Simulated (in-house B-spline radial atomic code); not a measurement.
Atomic self-consistent-field run: Hg (an excited or competing configuration). Level of theory: Dirac-Hartree-Fock, average of configuration, Fermi nucleus of rms radius 5.4648 fm; calculated with a radial B-spline atomic code at the basis-set limit.

Command:
```bash
python run_scf.py task.json out
```
Settings (nuclear radius in fm, mass in u):
```
Z                80
configuration    [Xe] 4f14 5d10 6s1 6p1
hamiltonian      dirac
method           hf
spin_polarised   False
nucleus          fermi
rms_radius       5.4648
atomic_mass      201.97064
speed_of_light   137.035999084
```

Output (hartree, bohr):
```
 radial grid: 77 intervals, B-splines of order 8, outer radius 50 bohr

 iter        energy (Eh)    residual
    1      -19646.655762    9.32e-01
    2      -19646.825202    2.16e-01
    3      -19648.700900    2.97e-02
    4      -19648.709663    7.73e-03
    5      -19648.710068    6.93e-04
    6      -19648.710080    7.48e-05
    7      -19648.710080    5.03e-05
    8      -19648.710080    1.37e-05
    9      -19648.710080    2.66e-06
   10      -19648.710080    6.01e-07

 total energy                    -19648.71008
 kinetic                           22643.5782
 electron-nucleus                 -49557.3304
 electron-electron                  7265.0422

 first-order corrections (not in the total)
   Gaunt                            25.3533
   retardation                      -2.6885
   frequency dependence             -0.4968
   self-energy                      18.9964
   Uehling                          -3.9089
   Wichmann-Kroll                    0.1739
   recoil                            0.0321

 orbital      occ     eigenvalue          <r>       <r^2>       <1/r>       r_max    small
 1s1/2      2.000     -3074.3142    0.0165906 0.000380886      97.498     0.01023  9.25e-02
 2s1/2      2.000      -550.3324    0.0692178  0.00573528     24.0261     0.05933  2.13e-02
 2p1/2      2.000      -526.9361    0.0570001  0.00406444     23.9386     0.04368  2.13e-02
 2p3/2      4.000      -455.2380    0.0656319  0.00524646     19.4011     0.05113  1.89e-02
 3s1/2      2.000      -133.1942     0.179791   0.0371246     8.82974      0.1668  7.14e-03
 3p1/2      2.000      -122.7206     0.170404   0.0339095     8.72811      0.1558  7.07e-03
 3p3/2      4.000      -106.6269     0.186115   0.0402446     7.55016      0.1708  6.38e-03
 3d3/2      4.000       -89.5186      0.16225   0.0309158     7.42922      0.1331  6.24e-03
 3d5/2      6.000       -86.1020     0.167044   0.0326418     7.16217      0.1373  6.05e-03
 4s1/2      2.000       -30.7291     0.399057    0.179783     3.71995      0.3762  2.40e-03
 4p1/2      2.000       -26.2063     0.401552    0.183491     3.60832      0.3747  2.31e-03
 4p3/2      4.000       -22.2708     0.433964     0.21405      3.2191      0.4047  2.06e-03
 4d3/2      4.000       -14.8791     0.441568    0.225311     3.01396      0.3977  1.86e-03
 4d5/2      6.000       -14.1351     0.452469    0.236345     2.92086      0.4072  1.79e-03
 5s1/2      2.000        -5.1838     0.916163     0.94174     1.48584      0.8354  5.83e-04
 5p1/2      2.000        -3.6229     0.986596     1.10015     1.36453      0.8807  5.05e-04
 5p3/2      4.000        -2.9274      1.07758     1.31353     1.22453      0.9556  4.30e-04
 4f5/2      6.000        -4.5552     0.476753    0.273348     2.55703      0.3658  1.42e-03
 4f7/2      8.000        -4.3941     0.483189    0.280746     2.52117      0.3705  1.39e-03
 5d3/2      4.000        -0.7326      1.42044     2.37399    0.924901       1.136  2.55e-04
 5d5/2      6.000        -0.6564      1.48309     2.59614    0.883639       1.175  2.34e-04
 6s1/2      1.000        -0.4167      2.73161     8.56409    0.467853        2.26  6.59e-05
 6p1/2      0.333        -0.1694      4.03196     19.1565    0.313964       3.111  2.58e-05
 6p3/2      0.667        -0.1470      4.57389     24.5357    0.272993       3.575  1.85e-05
```

Cost of the run: 2.4 s on 1 thread of Intel(R) Xeon(R) 6975P-C, with other jobs on the host.

For the Dirac Hamiltonian the kinetic term is c α·p + (β - 1)c².
